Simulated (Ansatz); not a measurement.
Basis sets compared for the cluster In6Sb4Br6. The state is a singlet with charge 0. Geometry PBE-D4/def2-SVP. Ansatz on 2 threads of AMD EPYC 7R13 on a shared host and a share (18 GiB) of an NVIDIA H100 80GB HBM3; times are rough, and most runs start from earlier orbitals.

Cartesian coordinates in Å:
```
In -1.421 -0.089 0.515
In -0.259 -3.223 0.301
In -3.387 -1.034 -1.871
In -0.142 3.220 3.808
In -0.040 -3.029 -3.685
In 0.998 4.136 -0.323
Sb 1.839 -0.402 1.069
Sb -0.350 -1.456 2.796
Sb 0.653 0.246 -1.620
Sb 2.060 -2.215 -1.231
Br -1.629 -0.618 -4.119
Br 2.201 3.201 2.097
Br -1.754 2.493 1.187
Br -2.267 -3.832 -1.737
Br 0.713 0.466 4.535
Br 2.786 2.135 -1.722
```

In the def2 sets In, Sb take a core potential; there is no spin–orbit coupling. Single mean-field runs in def2-SVP, def2-TZVP are fitted with def2-universal-jkfit. The restricted singlet is unstable towards broken spin symmetry in Hartree–Fock (as tested in another run); at PBE-D4/def2-TZVP, PBE0-D4/def2-SVP, PBE0-D4/def2-TZVP this wasn't settled. Another isomer (singlet) lies 0.81 eV lower at PBE0-D4/def2-TZVP; other spin states weren't run for this one.

Binding counts from free atoms (In doublet, Sb quartet, Br doublet) in the same basis, without a counterpoise term.

| level | functions | energy (Eh) | HOMO (eV) | LUMO (eV) | binding per atom (eV) | wall time |
| --- | --- | --- | --- | --- | --- | --- |
| PBE-D4/def2-SVP (with forces) | 452 | -17543.3900 | -5.01 | -3.61 | 2.50 | 6 s |
| PBE0-D4/def2-SVP | 452 | -17543.9183 | -5.74 | -3.21 | 2.37 | 6 s |

Problem. Estimate the rows for PBE-D4/def2-TZVP, PBE0-D4/def2-TZVP.

Solution. 
| level | functions | energy (Eh) | HOMO (eV) | LUMO (eV) | binding per atom (eV) | wall time |
| --- | --- | --- | --- | --- | --- | --- |
| PBE-D4/def2-TZVP | 788 | -17545.3206 | -5.07 | -3.67 | 2.49 | 6 s |
| PBE0-D4/def2-TZVP | 788 | -17545.8411 | -5.76 | -3.23 | 2.37 | 8 s |
